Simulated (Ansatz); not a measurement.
Harmonic frequencies (cm⁻¹) at PBE0-D4/def2-TZVP from Ansatz: 68, 207, 212, 325, 369, 406, 452, 542, 581, 634, 702, 956, 1020, 1024, 1319, 2196, 2214, 3115.

**Question.** Which molecule is it?
A. `F[SiH]1[AlH][SiH2]1`
B. `O[Si]1(Cl)C=N1`
C. `F[CH]1S[SiH2][Zn]1`
D. `N/C=C(/F)S`

**Answer.** C.
